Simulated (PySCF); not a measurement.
## Vibration and rotation of AsH

PBE0 constants of AsH, ³Σ⁻ (triplet), unpaired electrons π ↑↑ (As cc-pVTZ-PP with ECP10, H cc-pVTZ; scalar-relativistic core potentials (PySCF 2.14); masses 74.9216 and 1.0078 u):

```
ωe              : 2156.9 cm⁻¹
ωexe            : 33.7 cm⁻¹
Be              : 7.2252 cm⁻¹
αe              : 0.192 cm⁻¹
D (centrifugal) : 0.000324 cm⁻¹
De to As + H    : 2.86 eV
```

Task: Give the vibrational terms G(v) and spacings up to v = 6.

Result: G(v) = ωe(v+½) − ωexe(v+½)².

```json
{"v": "0", "G(v) (cm⁻¹)": "1070", "G(v) − G(v−1)": "", "Bv (cm⁻¹)": "7.129"}
{"v": "1", "G(v) (cm⁻¹)": "3160", "G(v) − G(v−1)": "2090", "Bv (cm⁻¹)": "6.937"}
{"v": "2", "G(v) (cm⁻¹)": "5182", "G(v) − G(v−1)": "2022", "Bv (cm⁻¹)": "6.745"}
{"v": "3", "G(v) (cm⁻¹)": "7136", "G(v) − G(v−1)": "1955", "Bv (cm⁻¹)": "6.553"}
{"v": "4", "G(v) (cm⁻¹)": "9024", "G(v) − G(v−1)": "1887", "Bv (cm⁻¹)": "6.361"}
{"v": "5", "G(v) (cm⁻¹)": "10844", "G(v) − G(v−1)": "1820", "Bv (cm⁻¹)": "6.169"}
{"v": "6", "G(v) (cm⁻¹)": "12596", "G(v) − G(v−1)": "1752", "Bv (cm⁻¹)": "5.977"}
```

Task: How well does the Morse estimate ωe²/(4ωexe) reproduce De, and what is D0?

Result: It gives 4.28 eV, 150 % of the computed De. D0 = De − G(0) = 2.86 − 0.13 = 2.73 eV.

Spin–orbit coupling is left out. The state was picked by a PBE0 search and need not be the measured ground state.
